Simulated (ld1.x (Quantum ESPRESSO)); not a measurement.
# What one change does to a pseudopotential (hydrogen, ultrasoft)

H, ultrasoft, made with ld1.x (Quantum ESPRESSO) 7.5 (PBE, scalar-relativistic). Core none, reference 1s1. Waves: 1s (bound): rcut 1.25, rcutus 1.50 bohr; 1s channel at 3.7 Ry: rcut 1.25, rcutus 1.50 bohr; 2p channel at -0.05 Ry: rcut 1.00, rcutus 1.05 bohr. Local part: all-electron potential smoothed inside 1.15 bohr (lloc = -1). Core correction: none. Augmentation charge: PSQ, radius 0.85 bohr.

Change: all radii scaled by about 0.93 (s 1.40, p 0.98 bohr, rcut 1.16/0.94); local potential all-electron potential smoothed inside 1.08 bohr (lloc = -1); augmentation PSQ, radius 0.80 bohr.

Cutoffs: the cutoffs (Ry, on a coarse ladder) from which the occupation-weighted sum of valence levels, in a spherical-Bessel basis at the reference potential, stays within 10 and 1 mRy of its value at 400 Ry; they do not see the model core or the augmentation charge, which bear on the density cutoff. Errors are all-electron minus pseudo energies relative to the spin-unpolarised reference configuration.

Task: Predict the effect on cutoff, ghosts and configuration errors.

Result: The potential gets harder (10 Ry and 18 Ry → 12 Ry and 18 Ry); neither file shows a bound ghost. A smaller radius makes the pseudo-wave follow the all-electron one further in, where it bends more sharply, so more plane waves are needed.

```json
{"quantity": "cutoff, loose", "base": "10 Ry", "changed": "12 Ry"}
{"quantity": "cutoff, tight", "base": "18 Ry", "changed": "18 Ry"}
{"quantity": "bound ghosts", "base": "none", "changed": "none"}
{"quantity": "error for 1s0.5, meV [ΔE 4.76 eV]", "base": "+0.5", "changed": "+0.4"}
{"quantity": "lowest overlap eigenvalue by channel", "base": "s 0.59, p 0.95", "changed": "s 0.69, p 0.94"}
```
